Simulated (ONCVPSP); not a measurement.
**LDA (Perdew-Zunger) ONCV dataset for iridium, non-relativistic all-electron reference.**

Ir (Z = 77), optimised norm-conserving Vanderbilt (ONCV), made with ONCVPSP 4.0.1 (LDA (Perdew-Zunger), non-relativistic). Core [Xe] 4f14, reference 5d7.5 6s1.5. Waves: 6s: rc 2.45 bohr, ncon 3, nbas 6, qcut 3.3 1/bohr, 2 projectors, debl 0.6 Ha; p scattering state at 0.29 Ha: rc 1.95 bohr, ncon 4, nbas 8, qcut 3.9 1/bohr, 3 projectors, debl 0.9 Ha; 5d: rc 2.45 bohr, ncon 3, nbas 6, qcut 6.5 1/bohr, 2 projectors, debl 0.8 Ha. Local part: polynomial inside 1.55 bohr (lpopt 5, dvloc0 4 Ha). Core correction: Teter function, fcfact 2.75, rcfact 1.15.

All-electron outer shells of the reference configuration (LDA (Perdew-Zunger), non-relativistic, ld1.x):

| shell | level (eV) | outermost node (bohr) | outermost maximum (bohr) |
| --- | --- | --- | --- |
| 5p | -49.62 | 0.56 | 1.04 |
| 5d | -7.84 | 0.59 | 1.29 |
| 6s | -4.85 | 1.30 | 2.74 |

Does this generation succeed?

No. ONCVPSP 4.0.1 stopped with "ERROR pspot: first pseudo wave function has node, program will stop": the optimised pseudo-wave of the first projector has a node, so the radial equation cannot be inverted for a potential. It happened in the s channel.
